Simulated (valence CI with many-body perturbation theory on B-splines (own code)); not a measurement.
Energy levels of Xe⁴⁺

Level of theory: relativistic CI+MBPT: four valence electrons over a frozen Dirac-Fock core [Kr] 4d10, a basis of 11 s, 11 p, 10 d, 8 f, 5 g, 2 h functions for each j, with the one-electron correlation potential Σ1 (screened to all orders), the two-electron term Σ2, the three-electron term Σ3, Breit, model QED; selected single and double excitations, second order for the rest, scaled by the run's own slope (own B-spline code, finite nucleus).

Set against measurement, 46 paired levels are off by 473 cm⁻¹ on average, the worst by 2120. These come from a selection out of Saloman, J. Phys. Chem. Ref. Data 33, 765 (2004). Levels without a partner in it may be off by more. Among the levels kept, up to 540 cm⁻¹ of a level comes from second order outside the variational space, and about a tenth of that is noise between levels of different J, which matters for small intervals. 6 measured levels below the end of the list, from 169673 cm⁻¹ on, found no clear computed partner, and computed levels of the same name lie up to 2887 cm⁻¹ from them.

Levels 136 to 180 of 180, with energies above the lowest level, 5s2 5p2 3P_0. "Leading %" is the weight of the configuration and term that name the level; weights of strongly mixed levels are sums over their largest components and can fall short. In the jj column 3d3/2^4 stands for four electrons in 3d with j = 3/2.

```csv
No.,Configuration,Term,J,E (eV),Leading %,g,Leading jj,Second component
136,5s 5p2 5d,3D,2,37.465,56,1.097,5s 5p3/2^2 5d3/2 (22 %),13 % 5s 5p2 5d 3F
137,5s2 5p 6d,3F°,4,37.492,28,1.152,5s^2 5p3/2 6d5/2 (28 %),24 % 4f 5s 5p2 1G°
138,5s2 5p 6d,3P°,2,37.537,55,1.337,5s^2 5p3/2 6d5/2 (69 %),25 % 5s2 5p 6d 3D°
139,5s2 5p 6d,3P°,1,37.571,58,1.163,5s^2 5p3/2 6d3/2 (88 %),26 % 5s2 5p 6d 3D°
140,4f 5s 5p2,3G°,3,37.631,25,1.003,4f7/2 5s 5p1/2 5p3/2 (23 %),15 % 4f 5s 5p2 3F°
141,5s 5p2 5d,3F,3,37.636,38,1.110,5s 5p1/2 5p3/2 5d5/2 (23 %),13 % 5s 5p2 5d 3D
142,5s2 5p 6d,3P°,0,37.670,92,,5s^2 5p3/2 6d3/2 (92 %),
143,5s2 5p 6d,1F°,3,37.719,49,1.053,5s^2 5p3/2 6d3/2 (31 %),15 % 4f 5s 5p2 3F°
144,5s 5p2 5d,3F,2,37.720,41,0.879,5s 5p1/2 5p3/2 5d3/2 (36 %),16 % 5s 5p2 5d 3D
145,4f 5s 5p2,3F°,4,37.732,34,1.110,4f7/2 5s 5p1/2 5p3/2 (44 %),28 % 4f 5s 5p2 1G°
146,5s 5p2 5d,3S,1,37.751,36,1.314,5s 5p3/2^2 5d5/2 (48 %),30 % 5s 5p2 5d 1P
147,5s2 5p 5f,3F,4,37.798,41,1.169,5s^2 5p3/2 5f7/2 (67 %),21 % 5s2 5p 5f 3G
148,4f 5s 5p2,3F°,2,37.827,73,0.708,4f5/2 5s 5p1/2 5p3/2 (37 %),8 % 4f 5s2 5d 3F°
149,5s2 5p 6d,1P°,1,37.954,65,1.077,5s^2 5p3/2 6d5/2 (89 %),20 % 5s2 5p 6d 3P°
150,4f 5s 5p2,3F°,3,37.970,44,1.044,4f5/2 5s 5p3/2^2 (26 %),12 % 4f 5s 5p2 3G°
151,4f 5s 5p2,3H°,4,38.022,49,0.925,4f5/2 5s 5p1/2 5p3/2 (34 %),22 % 4f 5s 5p2 3G°
152,5s 5p2 6s,3P,2,38.027,53,1.349,5s 5p1/2 5p3/2 6s (51 %),6 % 5s 5p2 6s 3D
153,4f 5s 5p2,3F°,2,38.037,77,0.716,4f7/2 5s 5p1/2 5p3/2 (68 %),6 % 4f 5s 5p2 1D°
154,4f 5s 5p2,3H°,5,38.051,42,1.122,4f7/2 5s 5p1/2 5p3/2 (50 %),41 % 4f 5s 5p2 3G°
155,5s2 5p 5f,3F,3,38.085,36,1.065,5s^2 5p3/2 5f5/2 (64 %),20 % 5s2 5p 5f 3G
156,5s2 5p 5f,3D,3,38.162,41,1.173,5s^2 5p3/2 5f7/2 (80 %),32 % 5s2 5p 5f 1F
157,5s2 5p 5f,3F,2,38.165,36,0.915,5s^2 5p3/2 5f5/2 (73 %),24 % 5s2 5p 5f 1D
158,4f 5s 5p2,1F°,3,38.253,38,0.965,4f5/2 5s 5p1/2 5p3/2 (46 %),23 % 4f 5s 5p2 3G°
159,4f 5s 5p2,3F°,4,38.280,26,1.087,4f5/2 5s 5p1/2 5p3/2 (34 %),21 % 4f 5s 5p2 3H°
160,5s2 5p 5f,3D,2,38.322,30,1.089,5s^2 5p3/2 5f7/2 (46 %),21 % 5s2 5p 5f 1D
161,5s2 5p 5f,1G,4,38.328,53,1.022,5s^2 5p3/2 5f5/2 (85 %),39 % 5s2 5p 5f 3G
162,5s2 5p 5f,3D,1,38.351,53,0.561,5s^2 5p3/2 5f5/2 (53 %),22 % 5s2 5p 7p 3D
163,5s2 5p 5f,3G,5,38.386,93,1.200,5s^2 5p3/2 5f7/2 (93 %),
164,5s2 5p 7s,3P°,2,38.474,95,1.501,5s^2 5p3/2 7s (95 %),
165,5s 5p2 5d,1D,2,38.481,17,1.124,5s^2 5p3/2 5f7/2 (28 %),17 % 5s2 5p 5f 3D
166,5s2 5p 7p,3D,1,38.519,37,0.639,5s^2 5p1/2 7p1/2 (56 %),31 % 5s2 5p 5f 3D
167,4f 5s 5p2,3G°,5,38.549,44,1.129,4f7/2 5s 5p1/2 5p3/2 (39 %),33 % 4f 5s 5p2 3H°
168,5s2 5p 7s,1P°,1,38.549,66,1.152,5s^2 5p3/2 7s (95 %),29 % 5s2 5p 7s 3P°
169,4f 5s 5p2,3H°,6,38.553,78,1.177,4f7/2 5s 5p3/2^2 (50 %),11 % 4f 5s2 5d 3H°
170,5s2 5p 7p,3P,0,38.796,71,,5s^2 5p1/2 7p1/2 (90 %),20 % 5s2 5p 7p 1S
171,5s 5p2 5d,3D,3,38.821,71,1.286,5s 5p3/2^2 5d5/2 (67 %),10 % 5s 5p2 5d 3F
172,4f 5s 5p2,1F°,3,38.834,33,1.044,4f7/2 5s 5p1/2 5p3/2 (30 %),20 % 4f 5s 5p2 3D°
173,5s2 5p 7p,3P,1,38.912,44,1.405,5s^2 5p1/2 7p3/2 (86 %),21 % 5s2 5p 7p 3S
174,5s2 5p 7p,3D,2,38.988,47,1.196,5s^2 5p1/2 7p3/2 (78 %),21 % 5s2 5p 7p 1D
175,5s 5p2 5d,3F,4,39.021,66,1.235,5s 5p3/2^2 5d5/2 (48 %),16 % 5s2 5p 5f 3F
176,4f 5s 5p2,3D°,1,39.169,73,0.531,4f5/2 5s 5p1/2 5p3/2 (41 %),9 % 4f 5s2 5d 3D°
177,4f 5s 5p2,3F°,4,39.178,50,1.150,4f5/2 5s 5p3/2^2 (42 %),20 % 4f 5s 5p2 3G°
178,4f 5s 5p2,3D°,2,39.250,67,1.165,4f5/2 5s 5p1/2 5p3/2 (26 %),8 % 4f 5s2 5d 3D°
179,4f 5s 5p2,1D°,2,39.302,61,1.043,4f7/2 5s 5p1/2 5p3/2 (30 %),10 % 4f 5s 5p2 3P°
180,5s 5p2 5d,1S,0,39.377,29,,5s 5p1/2 5p3/2 5d3/2 (32 %),28 % 5s 5p2 5d 3P
```

Names give the largest LS component (configuration and term), which can be under half, so a name can repeat, a term be missing and a line seem to break the LS rules; names also repeat where a configuration has a term twice.

Where two levels of one J and parity lie close, their mixing, g and order are uncertain.
